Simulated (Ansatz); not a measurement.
## Active spaces for TiO₂, singlet

Program: Ansatz, Gaussian basis, development build. Basis def2-SVP, nonrelativistic, 7 orbitals frozen in the corrections. State-specific CASSCF; RHF is the lowest restricted (open-shell) Hartree–Fock solution met. The basis is small, far from the limit. Solutions may break the symmetry of the shape. Lower solutions, or ones in other orbitals, may exist.

Geometry:

```xyz
3

O     0.0000    0.9965    1.4773
Ti    0.0000    0.0000    0.0000
O     0.0000    0.9965   -1.4773
```

(1) What do CASSCF and its corrections give against RHF in CAS(12,9), and what are the occupations?

## Answers

(1) CASSCF -5.012 eV, SC-NEVPT2 -18.828 eV; occupations 1.95, 1.94, 1.94, 1.93, 1.93, 1.92, 0.15, 0.13, 0.12.
